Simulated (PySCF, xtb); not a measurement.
In(H)2(SeH) (H₃InSe), SMILES [InH2][SeH].

xtb with GFN2-xTB at its own geometry gives an orbital gap of 3.40 eV and a dipole moment of 1.57 D.

Coordinates come from a PBE0-D3(BJ)/def2-TZVP optimisation. The def2 effective core potentials stand for the cores of In; spin–orbit coupling is left out.

Task: What does M06-2X/def2-TZVPD (PySCF) give? (The exact figures need the calculation; the answer reports its results.)

Result: gap 6.89 eV (levels -8.16 and -1.27 eV), dipole 1.57 D.
